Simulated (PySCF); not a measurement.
From one molecule to another.

First species: C7H13N.
Z-matrix (Å and degrees, PBE0-D3(BJ)/def2-SVP geometry), rows numbered from 1:
```
C 
C   1  1.5091
C   2  1.5002  1  116.15
N   2  1.2730  1  125.36  3   178.26
C   4  1.4300  2  120.98  1    -0.01
C   5  1.5482  4  117.59  2   -88.71
C   6  1.5391  5   88.47  4  -138.83
C   5  1.5394  4  117.06  2   168.47
H   1  1.1030  2  109.76  3   -99.14
H   1  1.1001  2  112.03  3   142.22
H   1  1.0988  2  111.62  3    20.08
H   3  1.1031  2  110.78  1    55.38
H   3  1.1031  2  110.64  1   -62.69
H   3  1.0970  2  109.78  1   176.45
H   5  1.1081  4  112.78  2    39.75
H   6  1.1010  5  118.06  4    98.74
H   6  1.1009  5  109.44  4   -26.56
H   7  1.1011  6  111.92  5   -93.99
H   7  1.0999  6  117.49  5   139.84
H   8  1.1003  5  109.08  4    26.45
H   8  1.1006  5  118.01  4   -98.63
```

Second species: C₅HF₃.
InChI=1S/C5HF3/c1-2-3-4-5(6,7)8/h1H

Levels: CAM-B3LYP/def2-SVPD for dipole moment, HOMO energy, LUMO energy, HOMO–LUMO gap, static isotropic polarisability and electronic spatial extent ⟨r²⟩ about the centre of nuclear charge; TDDFT CAM-B3LYP/def2-SVPD for lowest singlet excitation; PBE0-D3(BJ)/def2-SVP for rotational constant A and rotational constant C. Geometries: PBE0-D3(BJ)/def2-SVP. Each structure is a single optimised conformer of the isolated species, non-relativistic unless stated; the electronic structure was computed with PySCF and density fitting.

Dipoles, sizes and rotational constants follow the conformer. The torsions of the flexible species, by atom-mapped SMILES:
- `[CH3:1][C:2]([CH3:3])=[N:4][CH:5]1[CH2:6][CH2:7][CH2:8]1`: C2–N4–C5–C6 -89°

```json
{"property": "dipole moment", "column X": "2.95 D", "column Y": "2.01 D"}
{"property": "HOMO energy", "column X": "-9.62 eV", "column Y": "-8.21 eV"}
{"property": "LUMO energy", "column X": "-0.63 eV", "column Y": "1.08 eV"}
{"property": "HOMO–LUMO gap", "column X": "8.99 eV", "column Y": "9.29 eV"}
{"property": "lowest singlet excitation", "column X": "4.61 eV", "column Y": "5.04 eV"}
{"property": "static isotropic polarisability", "column X": "65.0 au", "column Y": "92.0 au"}
{"property": "electronic spatial extent ⟨r²⟩ about the centre of nuclear charge", "column X": "1212 bohr²", "column Y": "1261 bohr²"}
{"property": "rotational constant A", "column X": "5.735 GHz", "column Y": "4.750 GHz"}
{"property": "rotational constant C", "column X": "0.884 GHz", "column Y": "1.013 GHz"}
```

**Question.** Which column belongs to which species?

**Answer.** Column X is the second species and column Y the first. The first has 21 atoms and 62 electrons, the second 9 and 58.

**Question.** How does each property change from the first species to the second?

**Answer.** dipole moment +0.94 D; HOMO energy -1.41 eV; LUMO energy -1.71 eV; HOMO–LUMO gap -0.30 eV; lowest singlet excitation -0.43 eV; static isotropic polarisability -27.0 au; electronic spatial extent ⟨r²⟩ about the centre of nuclear charge -49 bohr²; rotational constant A +0.985 GHz; rotational constant C -0.129 GHz.

On the first: S1 lies 4.25 eV below the HOMO–LUMO gap; its leading configuration is HOMO→LUMO, weight 0.63. No computed singlet falls in the visible range (750 to 380 nm, 1.65 to 3.26 eV); S1 lies 1.78 eV above its blue end.

On the second: The polarisability is 9.63 Å³ as a volume (1 au = 0.148185 Å³), or 1.12 au for each of the 58 electrons. No computed singlet falls in the visible range (750 to 380 nm, 1.65 to 3.26 eV); S1 lies 1.35 eV above its blue end.
